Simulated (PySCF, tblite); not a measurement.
Isomers of C4H3ClN2, one GFN2-xTB conformer each. Single-point energies are computed at PBE0/pcSseg-1 (PySCF, gas phase, no added dispersion term), electronic only.

Question: Rank them by PBE0/pcSseg-1 energy, lowest first (kcal/mol).
A. chloropyrazine (`c1cncc(Cl)n1`)
B. 2-chloropyrimidine (`Clc1ncccn1`)
C. `Clc1ccncn1`

Answer: C (0.0), B (1.1), A (5.4).

Neighbours under 2.5 kcal/mol apart (Clc1ccncn1 and Clc1ncccn1) can change places with a better method, another conformer or zero-point energy. GFN2-xTB itself gives, in the same order: 0.0, 0.3, 5.8. Both levels put the same isomer lowest; measured from each level's own lowest isomer, the values differ by up to 0.8 kcal/mol (Clc1ncccn1: 0.3 against 1.1).

Which frontier levels, dipoles and rotational constants go with these structures?

```tsv
SMILES	HOMO (eV, PBE0/pcSseg-1)	LUMO (eV)	dipole (D)	A, B, C (MHz)
Clc1ccncn1	-7.90	-1.56	2.04	6317, 1657, 1313
Clc1ncccn1	-7.77	-1.63	3.73	6190, 1731, 1352
Clc1cnccn1	-7.77	-1.81	1.48	6151, 1678, 1318
```

What happens when harmonic zero-point energies from GFN2-xTB frequencies are added?

```json
{"SMILES": "Clc1ccncn1", "ZPE (kcal/mol)": "40.5", "electronic (kcal/mol)": "0.0", "with ZPE (kcal/mol)": "0.0"}
{"SMILES": "Clc1ncccn1", "ZPE (kcal/mol)": "40.4", "electronic (kcal/mol)": "1.1", "with ZPE (kcal/mol)": "1.1"}
{"SMILES": "Clc1cnccn1", "ZPE (kcal/mol)": "40.3", "electronic (kcal/mol)": "5.4", "with ZPE (kcal/mol)": "5.2"}
```

The zero-point energies span 0.2 kcal/mol. The order is unchanged.

As an exercise, what shares would exp(−E/RT) give at 2000 K from these electronic energies alone (no entropy, no degeneracies)?

RT = 3.974 kcal/mol: Clc1ccncn1 49.6 %, Clc1ncccn1 37.7 %, Clc1cnccn1 12.7 %.
